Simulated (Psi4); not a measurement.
potassium atom (K), doublet. Base run: B3LYP/6-31G** run with Psi4 1.11.

The Psi4 input:
```
memory 2 GB

molecule mol {
0 2
  K     0.000000    0.000000    0.000000
}

set basis 6-31g**
set reference uks

energy('b3lyp')
print_variables()
```

Each row names what was changed in the base input (with any setting that the change needs).

```
change                          ΔE vs base (µEh)  SCF cycles  grid points  basis functions        outcome
------------------------------  ----------------  ----------  -----------  ---------------  -------------
base                                         0.0           6        21140               23      converged
scf_type = direct                           11.6           8        21140               23      converged
damping_percentage = 20                      0.0          13        21140               23      converged
soscf = true                                 0.0           5        21140               23      converged
level_shift = 0.3                            0.0           7        21140               23      converged
basis_guess = sto-3g                         0.0           5        21140               23      converged
guess = modhuckel                            0.0           5        21140               23      converged
df_basis_scf = cc-pvtz-jkfit                   -           -            -               23  input refused
d_convergence = 1e-10                        0.0           9        21140               23      converged
dft_nuclear_scheme = stratmann               0.0           6        21140               23      converged
dft_radial_points = 99                     -19.2           6        27784               23      converged
puream = true                               1462           6        21140               22      converged
guess = huckel                               0.0           5        21140               23      converged
```

Open shells are given as the SCF converged; they aren't shown to be the lowest states, and a large step between rows can be another state.

- df_basis_scf = cc-pvtz-jkfit: ended with `psi4.driver.qcdb.exceptions.BasisSetNotFound: BasisSet::construct: Unable to find a basis set for atom 1 for key JKFIT among:`
